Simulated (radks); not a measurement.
Spherical quantum dot in the effective-mass picture: electrons in a well V = -V0 / (1 + exp((r - R)/a)) with V0 = 12.2, R = 2.79, a = 0.22, with a point charge +1 (a donor) at the centre, all in effective atomic units (hartree* = m*/eps^2 hartree, bohr* = eps/m* bohr), one dielectric constant everywhere. Calculated with a radial shooting solver with Libxc functionals: non-relativistic Kohn-Sham, PBE, spin-polarised, spherical densities. Levels are named by radial order and angular momentum (1s, 1p, 1d, 2s, ...), and open shells are averaged over m. Results are scaled to m* = 0.148 and eps = 10.2, for which hartree* = 38.71 meV and bohr* = 3.647 nm. Each electron was tried in the lowest free levels, single moves between levels near the top were tried too, and the lowest total energy was kept; such a search can miss a lower state. The series stops at N = 19: beyond it a trial failed or the search could not be trusted, so later rows were left out. At N = 1 the Hartree and exchange-correlation terms need not cancel, so that row can carry a self-interaction error.

N,open shells,2S,E (meV),mu = E(N) - E(N-1) (meV),addition energy mu(N+1) - mu(N) (meV),e(HOMO) (meV),rms radius (nm)
1,"1s(up 1, down 0)",1,-485.261,-485.26,30.36,-473.27,4.234
2,none,0,-940.165,-454.90,55.57,-444.23,4.582
3,"1p(up 1, down 0)",1,-1339.50,-399.34,18.05,-390.52,5.214
4,"1p(up 2, down 0)",2,-1720.79,-381.28,18.73,-371.96,5.542
5,"1p(up 3, down 0)",3,-2083.34,-362.55,24.57,-353.13,5.760
6,"1p(up 3, down 1)",2,-2421.31,-337.98,17.29,-329.49,5.933
7,"1p(up 3, down 2)",1,-2742.00,-320.68,17.87,-311.79,6.070
8,none,0,-3044.81,-302.82,47.77,-293.82,6.185
9,"1d(up 1, down 0)",1,-3299.86,-255.05,16.84,-246.65,6.332
10,"1d(up 2, down 0)",2,-3538.07,-238.21,16.93,-229.75,6.454
11,"1d(up 3, down 0)",3,-3759.35,-221.28,16.96,-212.80,6.558
12,"1d(up 4, down 0)",4,-3963.68,-204.33,16.95,-195.85,6.650
13,"1d(up 5, down 0)",5,-4151.06,-187.38,21.81,-178.91,6.731
14,"1d(up 5, down 1)",4,-4316.63,-165.57,16.29,-157.45,6.807
15,"1d(up 5, down 2)",3,-4465.91,-149.28,16.39,-141.10,6.876
16,"1d(up 5, down 3)",2,-4598.80,-132.89,16.43,-124.68,6.939
17,"1d(up 5, down 4)",1,-4715.27,-116.46,16.44,-108.24,6.998
18,none,0,-4815.30,-100.03,29.56,-91.812,7.052
19,"2s(up 1, down 0)",1,-4885.76,-70.464,-,-60.272,7.061

All shells are closed at N = 2, 8, 18 (there: 1s2 1p6 1d10); the second difference of the energy has clear peaks (12 % above both neighbours; the first and last values, which can be the largest, are not judged, and half-filled shells can peak too) at N = 2, 5, 8, 13.
